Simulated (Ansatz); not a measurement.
BiF₃, triplet, at a GFN2-xTB geometry (such geometries of metal compounds can be far from the true shape) (a higher spin typed on purpose: for a closed-shell molecule this is an excited state) (core potentials on Bi); Ansatz (a quantum-chemistry and plane-wave program) with B3LYP/def2-SV(P).

Ansatz was given this input:
Ansatz 0.2 input:
```yaml
crystal:
  periodic: [false, false, false]
  atoms:
    - {symbol: Bi, position_ang: [-0.00000000, 0.00000000, -0.00000000]}
    - {symbol: F, position_ang: [-1.77486950, -1.33957327, 0.04220613]}
    - {symbol: F, position_ang: [-0.27034194, 2.20655081, 0.06669640]}
    - {symbol: F, position_ang: [2.04521144, -0.86697754, -0.10890253]}
basis:
  gaussian:
    orbitals: def2-SV_P_.json
hamiltonian:
  xc: b3lyp
magnetization: {spin_polarized: true, initial_magnetization: 2}
```
The basis file holds def2-SV(P) in the JSON format of the Basis Set Exchange.

Q: Predict the main parts of the log of this Ansatz run.

A: 
```
Functional definition: B3LYP
711 factors; integrals over basis functions are off by at most 3.2e-4 eV
mean field evaluation 1: about -13978.6002 eV, gradient 3.8e1 eV
mean field evaluation 2: about -13954.2627 eV, gradient 9.0e1 eV
mean field evaluation 4: about -13984.1653 eV, gradient 8.7e-1 eV
mean field evaluation 8: about -13984.2146 eV, gradient 4.5e-2 eV
mean field evaluation 16: about -13984.2146 eV, gradient 5.2e-5 eV
mean field -13984.21460099 eV, -513.9104077452 hartree, gradient 4.8e-5 eV, S^2 2.023203; 4 other end points of the search recorded, 0 dependent functions left out
reference -13984.21478452 eV, -513.9104144899 hartree; 26, 24 occupied and 42, 44 virtual orbitals, 711 factors
Total energy: -13984.21478452 eV, -513.9104144899 hartree
```
